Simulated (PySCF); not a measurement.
## Which is lower?

Two relaxed structures of NaSnH3, singlet (PBE0-D4/def2-TZVP; forces vanish, vibrations not checked).

A:

Na1  (-2.758, 0.366, 0.288)
Sn2  (0.108, -0.016, -0.015)
H3  (0.797, 0.411, -1.548)
H4  (0.709, -1.630, 0.188)
H5  (1.134, 0.865, 1.073)
(Å)

B:

```
5
angstrom
Na 1.6371 -0.3287 -0.1929
Sn -1.1604 0.2382 0.1396
H -0.1110 0.5317 -1.3406
H -0.3100 -1.3875 0.2562
H 0.2545 0.8988 1.1093
```

Computed with PySCF 2.14 with density fitting (its default auxiliary sets; JK sets also for MP2 and CCSD(T)) (basis: def2-TZVPP); correlated methods freeze the cores. Filled d shells of the heavier atoms are correlated. Core potentials replace the inner electrons of the atoms past krypton. The outer core shell of Li, Na, Mg and K is correlated. The def2 sets are not built for correlating such inner shells, so the correlated values are less sure here. B3LYP uses VWN-RPA correlation.

Q: Which structure is lower at CCSD(T), and by how much? (To be estimated.)

A: By the calculation: B, by 0.353 eV (electronic energy, against the other). By their contacts, A is NaSnH₃ ([Na][SnH3]) and B is NaSnH₃ ([H]1[Na]23[H][Sn]12[H]3).

All methods give the same order:

| method | E(B) − E(A) (eV) |
| --- | --- |
| PBE-D4 | -0.417 |
| r2SCAN-D4 | -0.444 |
| PBE0-D4 | -0.357 |
| B3LYP-D4 | -0.419 |
| wB97M-V | -0.343 |
| HF | -0.219 |
| MP2 | -0.352 |
| CCSD | -0.338 |
| CCSD(T) | -0.353 |

No T1 diagnostic of these runs exceeds 0.015.

Labels in which every atom is bracketed show which atoms are joined, not bond orders.

For scale, one of the runs: CCSD(T)/def2-TZVPP, 124 basis functions, launched by `OMP_NUM_THREADS=2 python run.py`. Time: 60 s of wall clock on 2 CPU threads of an Intel Xeon Platinum 8375C; the host was shared. Peak host memory: 0.82 GiB.
